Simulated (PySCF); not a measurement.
Successive ionisation energies of manganese

Calculated with PySCF 2.14, two-component X2C-1e (Gaussian nucleus, no Breit or QED terms), each ion in its own even-tempered basis; GMP2 freezes the deep shells of the larger ions and drops the highest virtual spinors; eV.

```tsv
ion	configuration	GHF (spin-free)	NIST	kind
Mn¹⁶⁺	[He] 2s2 2p5	1223.9	1224.1 ± 1.5	semi-empirical
Mn¹⁷⁺	[He] 2s2 2p4	1314.9	1320.3 ± 2.5	semi-empirical
Mn¹⁸⁺	[He] 2s2 2p3	1440.2	1430.9 ± 2.2	semi-empirical
Mn¹⁹⁺	[He] 2s2 2p2	1537.4	1537.2 ± 0.8	semi-empirical
Mn²⁰⁺	[He] 2s2 2p1	1637.3	1643.2 ± 0.7	semi-empirical
Mn²¹⁺	[He] 2s2	1782.6	1788.7 ± 0.6	semi-empirical
Mn²²⁺	[He] 2s1	1880.3	1879.9	theoretical
Mn²³⁺	1s2	8145.4	8140.8	theoretical
Mn²⁴⁺	1s1	8575.5	8572.0	theoretical
```

(1) Where is the largest relative jump?

Results:

(1) From Mn²²⁺ to Mn²³⁺: 1880.3 to 8145.4 eV, where the electron removed from 1s2 comes from a deeper shell or subshell.
